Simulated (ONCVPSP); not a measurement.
# W, ONCV: configuration errors across variants

```
Element                 : tungsten
Generator               : ONCVPSP 4.0.1
Type                    : optimised norm-conserving Vanderbilt (ONCV)
Functional              : PBEsol
Relativity              : scalar-relativistic
Frozen core             : [Kr] 4d10
Valence charge          : 28
Reference configuration : 4f14 5s2 5p6 5d4 6s2
Partial waves           : 5s+6s: rc 1.75 bohr, ncon 3, nbas 6, qcut 9 1/bohr, 2 projectors; 5p: rc 2.10 bohr, ncon 4, nbas 8, qcut 7.3 1/bohr, 2 projectors, debl 0.3 Ha; 5d: rc 2.75 bohr, ncon 5, nbas 9, qcut 6.8 1/bohr, 2 projectors, debl 0.8 Ha; 4f: rc 0.85 bohr, ncon 4, nbas 8, qcut 20.5 1/bohr, 2 projectors, debl 0.9 Ha
Local potential         : polynomial inside 0.80 bohr (lpopt 1, dvloc0 0 Ha)
Core correction         : none
```

In the p channel the program set the typed energies aside and used -1.588, 0.250 Ha. In the f channel the program set the typed energies aside and used -1.221, 0.250 Ha.

All-electron excitation energies from the reference (eV): (1) 4f14 5s2 5p6 5d4 6s1 8.925; (2) 4f14 5s2 5p6 5d4 6s0 24.621; (3) 4f14 5s2 5p6 5d3 6s0 50.025; (4) 4f13 5s2 5p6 5d5 6s1 41.864.

1 further variants failed, have other tests or another functional or relativity, and are left out.

A true bound ghost makes a file unfit for plane-wave use even where its test errors are small: the radial tests pick states by their node count and pass the ghost by.

Errors AE − PS in meV (a dash: test not solved or not reliable):

```csv
change,(1),(2),(3),(4),bound ghosts,GHOST(+) flags above zero
base,-3.3,-9.9,-11,-163,s,"p, d"
d: rc 2.38,-3.6,-11,-12,-145,s,p
f: qcut 17.6,-3.3,-10.0,-11,-100,s,"p, d"
"core correction Teter function, fcfact 4.25, rcfact 1.15",-3.3,-10.0,-11,-183,s,"p, d"
"p: ncon 5, nbas 9",-3.4,-10,-11,-198,s,"p, d"
s: nproj 3,-3.1,-9.5,-11,-85,s,"p, d"
"all radii scaled by about 1.07 (s 1.88, p 2.24, d 2.94, f 0.90 bohr); local potential polynomial inside 0.86 bohr (lpopt 1, dvloc0 0 Ha)",-3.2,-9.8,-8.9,-81,s,p
```

(1) Give the same row for: local potential polynomial inside 0.70 bohr (lpopt 5, dvloc0 0 Ha).

Results:

(1) -3.3, -10, -11, -397; bound ghosts: s, p, d; GHOST(+) flags above zero: none.
